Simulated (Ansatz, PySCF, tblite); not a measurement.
Dissociation curve of Mg2, singlet.

Methods: GFN2-xTB, 300 K electronic temperature (tblite); UKS-PBE = unrestricted PBE/cc-pVTZ run with Ansatz (a first-principles code); UKS-PBE0 = unrestricted PBE0/cc-pVTZ (PySCF).

Total energies in hartree (comparable only within one method and basis):

```
R / Å  GFN2-xTB     UKS-PBE    UKS-PBE0
-----  --------  ----------  ----------
2.72   -0.97037  -399.88936  -399.92292
2.86   -0.97423  -399.89514  -399.92898
3.03   -0.97606  -399.89938  -399.93351
3.30   -0.97483  -399.90223  -399.93680
3.42   -0.97356  -399.90261  -399.93734
3.50   -0.97241  -399.90267  -399.93751
3.60   -0.97062  -399.90260  -399.93756
3.68   -0.96902  -399.90246  -399.93751
3.83   -0.96580  -399.90205  -399.93726
3.97   -0.96265  -399.90159  -399.93692
4.16   -0.95833  -399.90093  -399.93639
4.52   -0.95076  -399.89979  -399.93544
4.82   -0.94563  -399.89907  -399.93482
5.39   -0.93884  -399.89825  -399.93409
5.95   -0.93519  -399.89787  -399.93376
6.47   -0.93350  -399.89770  -399.93361
7.14   -0.93254  -399.89759  -399.93352
7.90   -0.93216  -399.89753  -399.93348
8.73   -0.93203  -399.89750  -399.93346
9.84   -0.93198  -399.89749  -399.93345
10.77  -0.93197  -399.89749  -399.93345
```
